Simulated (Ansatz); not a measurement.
Isolated molecules relaxed with PBE0-D4/def2-TZVP in Ansatz; ΔE leaves out vibrations. CCSD(T)/CBS adds triple-zeta CCSD(T) − MP2 to the extrapolated MP2 energy (def2 sets, frozen cores). Functionals use def2-TZVPP. B3LYP here is the variant with VWN-RPA as its local correlation; programs differ in this. def2 core potentials past Kr. For In outer-core shells are correlated without core-valence functions, which leaves a few kJ/mol of doubt a bond. One conformer a species, not always the lowest.

`B[Si](O)(F)Cl` + `[SH][InH2]` → `B[SiH](F)Cl` + `[OH][InH][SH]`  (redistribution)

| level | ΔE (kJ/mol) |
| --- | --- |
| PBE-D4 | 80.6 |
| r2SCAN-D4 | 88.5 |
| B3LYP-D4 | 88.4 |
| B2PLYP | 84.6 |
| r2SCAN | 88.1 |
| PBE0 | 88.5 |
| B3LYP | 85.5 |
| SCS-MP2/def2-QZVPP | 80.4 |

**Question.** What does CCSD(T)/CBS give? (Estimate.)

**Answer.** The calculation gave: +81.0 kJ/mol. The listed levels differ from it by -0.4, 7.5, 7.4, 3.6, 7.1, 7.5, 4.5, -0.6 kJ/mol.

Largest T1 diagnostic among the species: 0.016.

From PBE to PBE0 (25 % exact exchange), in def2-TZVPP and without D4, ΔE moves by +9.7 kJ/mol. In def2-TZVPP, CCSD(T) changes the Hartree–Fock value by −13.3 kJ/mol (the triples alone add −3.0 kJ/mol) and MP2 by −15.7 kJ/mol.
